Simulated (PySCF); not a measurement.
diarsenic anion (As2), SMILES [As]#[As] (connectivity only; charge and spin as stated), charge -1, multiplicity 2. The structure is a stationary point at PBE-D3(BJ)/def2-TZVPD. The spin state was assumed, not searched.

These are PBE-D3(BJ)/def2-TZVPD run with PySCF values and carry that method's errors.

Harmonic wavenumbers (cm⁻¹): 371. Rotational constants (GHz): 2.771 (linear); symmetry number 2.

**Question.** Work out the zero-point energy and the ideal-gas rigid-rotor harmonic-oscillator thermochemistry at 298.15 K and 1 atm.

**Answer.** ZPE = ½ Σ hcν = ½ × 371 cm⁻¹ = 2.22 kJ/mol. H − E(el) = 11.79 kJ/mol. Entropy in J/(mol K): translation 171.22, rotation 66.70, vibration 4.49, spin 5.76, total 248.18. G − E(el) = -62.21 kJ/mol. Cp = 35.51 J/(mol K).
